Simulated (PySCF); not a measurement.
Si(H)(vinyl)(OH)(OMe) (C3H8O2Si), SMILES O[SiH](OC)C=C. Atoms are numbered in the order given.

```xyz
14

Si    -0.1994    -0.0919    -0.3876
O     -0.1049     1.5541    -0.7254
C      1.5078    -0.8480    -0.3391
C      2.5762    -0.2231    -0.8747
O     -0.8669    -0.4267     1.1153
C     -2.2130    -0.1359     1.4404
H     -1.1027    -0.6174    -1.4644
H      0.4980     2.0385    -0.1331
H      1.6511    -1.8356     0.1369
H      2.4766     0.7630    -1.3627
H      3.5905    -0.6585    -0.8566
H     -2.4458    -0.5808     2.4299
H     -2.9276    -0.5598     0.6964
H     -2.3996     0.9604     1.5016
```
Charge 0, spin multiplicity 1.

Coordinates come from a PBE-D3(BJ)/def2-SVP optimisation. Other conformers were not sampled.

The numbers are results of PBE-D3(BJ)/def2-SVP in PySCF 2.14.0, not measurements.

Frequencies are harmonic and unscaled.

```json
[
 {"mode": "1", "ν (cm⁻¹)": "65", "IR (km/mol)": "1.2", "moving atoms (share of kinetic energy)": "H 43 %, C 36 %, O 14 %"},
 {"mode": "2", "ν (cm⁻¹)": "84", "IR (km/mol)": "0.5", "moving atoms (share of kinetic energy)": "H 64 %, C 25 %"},
 {"mode": "3", "ν (cm⁻¹)": "95", "IR (km/mol)": "2.1", "moving atoms (share of kinetic energy)": "H 48 %, C 30 %, O 16 %"},
 {"mode": "4", "ν (cm⁻¹)": "140", "IR (km/mol)": "1.4", "moving atoms (share of kinetic energy)": "C 34 %, H 31 %, O 24 %, Si 11 %"},
 {"mode": "5", "ν (cm⁻¹)": "173", "IR (km/mol)": "2.4", "moving atoms (share of kinetic energy)": "O 47 %, C 26 %, H 25 %"},
 {"mode": "6", "ν (cm⁻¹)": "270", "IR (km/mol)": "23.7", "moving atoms (share of kinetic energy)": "H 45 %, C 25 %, O 23 %"},
 {"mode": "7", "ν (cm⁻¹)": "296", "IR (km/mol)": "21.2", "moving atoms (share of kinetic energy)": "H 48 %, C 23 %, O 19 %, Si 10 %"},
 {"mode": "8", "ν (cm⁻¹)": "337", "IR (km/mol)": "44.4", "moving atoms (share of kinetic energy)": "O 41 %, H 27 %, Si 18 %, C 14 %"},
 {"mode": "9", "ν (cm⁻¹)": "405", "IR (km/mol)": "69.4", "moving atoms (share of kinetic energy)": "H 42 %, O 23 %, C 21 %, Si 13 %"},
 {"mode": "10", "ν (cm⁻¹)": "521", "IR (km/mol)": "34.2", "moving atoms (share of kinetic energy)": "H 55 %, C 37 %"},
 {"mode": "11", "ν (cm⁻¹)": "659", "IR (km/mol)": "30.9", "moving atoms (share of kinetic energy)": "C 41 %, H 25 %, Si 20 %, O 14 %"},
 {"mode": "12", "ν (cm⁻¹)": "729", "IR (km/mol)": "18.0", "moving atoms (share of kinetic energy)": "H 39 %, O 37 %, Si 14 %, C 10 %"},
 {"mode": "13", "ν (cm⁻¹)": "785", "IR (km/mol)": "60.7", "moving atoms (share of kinetic energy)": "H 60 %, O 21 %, Si 13 %"},
 {"mode": "14", "ν (cm⁻¹)": "818", "IR (km/mol)": "252.2", "moving atoms (share of kinetic energy)": "H 63 %, Si 25 %"},
 {"mode": "15", "ν (cm⁻¹)": "875", "IR (km/mol)": "178.7", "moving atoms (share of kinetic energy)": "H 85 %, O 8 %"},
 {"mode": "16", "ν (cm⁻¹)": "879", "IR (km/mol)": "62.4", "moving atoms (share of kinetic energy)": "Si 38 %, O 31 %, H 28 %"},
 {"mode": "17", "ν (cm⁻¹)": "954", "IR (km/mol)": "22.8", "moving atoms (share of kinetic energy)": "H 72 %, C 28 %"},
 {"mode": "18", "ν (cm⁻¹)": "972", "IR (km/mol)": "33.6", "moving atoms (share of kinetic energy)": "H 79 %, C 14 %"},
 {"mode": "19", "ν (cm⁻¹)": "1011", "IR (km/mol)": "14.6", "moving atoms (share of kinetic energy)": "H 93 %"},
 {"mode": "20", "ν (cm⁻¹)": "1112", "IR (km/mol)": "213.6", "moving atoms (share of kinetic energy)": "O 39 %, C 34 %, H 25 %"},
 {"mode": "21", "ν (cm⁻¹)": "1135", "IR (km/mol)": "2.0", "moving atoms (share of kinetic energy)": "H 76 %, C 19 %"},
 {"mode": "22", "ν (cm⁻¹)": "1169", "IR (km/mol)": "111.4", "moving atoms (share of kinetic energy)": "H 51 %, C 24 %, O 24 %"},
 {"mode": "23", "ν (cm⁻¹)": "1226", "IR (km/mol)": "5.4", "moving atoms (share of kinetic energy)": "H 70 %, C 29 %"},
 {"mode": "24", "ν (cm⁻¹)": "1367", "IR (km/mol)": "16.0", "moving atoms (share of kinetic energy)": "H 85 %, C 15 %"},
 {"mode": "25", "ν (cm⁻¹)": "1419", "IR (km/mol)": "3.7", "moving atoms (share of kinetic energy)": "H 96 %"},
 {"mode": "26", "ν (cm⁻¹)": "1423", "IR (km/mol)": "4.7", "moving atoms (share of kinetic energy)": "H 89 %, C 9 %"},
 {"mode": "27", "ν (cm⁻¹)": "1425", "IR (km/mol)": "10.2", "moving atoms (share of kinetic energy)": "H 96 %"},
 {"mode": "28", "ν (cm⁻¹)": "1621", "IR (km/mol)": "10.0", "moving atoms (share of kinetic energy)": "C 87 %, H 13 %"},
 {"mode": "29", "ν (cm⁻¹)": "2181", "IR (km/mol)": "128.0", "moving atoms (share of kinetic energy)": "H 97 %"},
 {"mode": "30", "ν (cm⁻¹)": "2917", "IR (km/mol)": "81.1", "moving atoms (share of kinetic energy)": "H 97 %"},
 {"mode": "31", "ν (cm⁻¹)": "2988", "IR (km/mol)": "40.5", "moving atoms (share of kinetic energy)": "H 90 %, C 10 %"},
 {"mode": "32", "ν (cm⁻¹)": "3037", "IR (km/mol)": "30.1", "moving atoms (share of kinetic energy)": "H 91 %, C 9 %"},
 {"mode": "33", "ν (cm⁻¹)": "3046", "IR (km/mol)": "14.1", "moving atoms (share of kinetic energy)": "H 95 %"},
 {"mode": "34", "ν (cm⁻¹)": "3077", "IR (km/mol)": "2.3", "moving atoms (share of kinetic energy)": "H 92 %, C 8 %"},
 {"mode": "35", "ν (cm⁻¹)": "3139", "IR (km/mol)": "8.4", "moving atoms (share of kinetic energy)": "H 89 %, C 11 %"},
 {"mode": "36", "ν (cm⁻¹)": "3747", "IR (km/mol)": "50.6", "moving atoms (share of kinetic energy)": "H 94 %"}
]
```
